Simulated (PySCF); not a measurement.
**Working out the ionisation energy of Sb**

Sb [Kr] 4d10 5s2 5p3 (4S) → Sb⁺ [Kr] 4d10 5s2 5p2 (3P). All numbers are calculated (PySCF 2.14, scalar relativity through the core potential, in def2-TZVPPD with the def2 core potential (28 electrons)). Frozen: nothing. Energies in hartree (1 hartree = 27.21139 eV):

| part | Sb (lower) | Sb⁺ (upper) |
| --- | --- | --- |
| UHF | -239.277337 | -238.961988 |
| CCSD correlation | -0.335338 | -0.319121 |
| (T) | -0.008298 | -0.007165 |

Q: What does Hartree-Fock give?

A: (-238.961988) − (-239.277337) = 0.315349 hartree = 8.581 eV.

Q: What do CCSD and CCSD(T) give?

A: The CCSD correlation energies differ by 0.016217 hartree = 0.441 eV and the triples by 0.001133 hartree = 0.031 eV, so CCSD gives 9.022 eV and CCSD(T) 9.053 eV.

Measured between the centres of the two terms (NIST): 9.124 eV, so CCSD(T) (valence and next inner shell) is off by -0.071 eV.

What remains against the reference includes basis incompleteness and higher excitations.
